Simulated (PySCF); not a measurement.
Electronic structure of Tl⁺ (thallium, charge +1) at the UHF level

Configuration: [Xe] 4f14 5d10 6s1 6p1, 6s spin antiparallel (an excited configuration). Calculation: PySCF 2.14, in aug-cc-pwCVDZ-PP with ECP60MDF; scalar relativity through the core potential.

| Item | Value |
| --- | --- |
| Total energy | -171.055783 hartree |
| One-electron energy | -294.2545 hartree |
| Hartree (Coulomb) energy | 136.9445 hartree |
| Exchange energy | -13.7458 hartree |
| ⟨S²⟩ | 1.0006 |
| ⟨L²⟩ | 2.010 |
| Sum of ⟨r⟩ | 27.72 bohr |
| Sum of ⟨r²⟩ | 51.12 bohr² |
| Traceless quadrupole moment −½Σ⟨3z² − r²⟩ along its main axis | -5.45 e·bohr² |

```
shell  electrons  mean orbital energy (eV)  spread (eV)  rms radius, mean of both spins (bohr)
 5s β          1                   -163.03            0                                  0.952
 5s α          1                   -162.82            0                                  0.952
 5p β          3                   -103.85        0.365                                   1.09
 5p α          3                   -103.80        0.155                                   1.09
 5d β          5                   -32.344        0.501                                   1.47
 5d α          5                   -32.067        0.284                                   1.47
 6s β          1                   -20.368            0                                   2.56
 6p α          1                   -11.050            0                                   3.74
```

Energies and moments cover only the electrons outside the core potential. Spin-orbit coupling, absent here, splits the open shell strongly. With the s spin flipped the determinant is a mixture of two multiplicities, not a spectroscopic state.
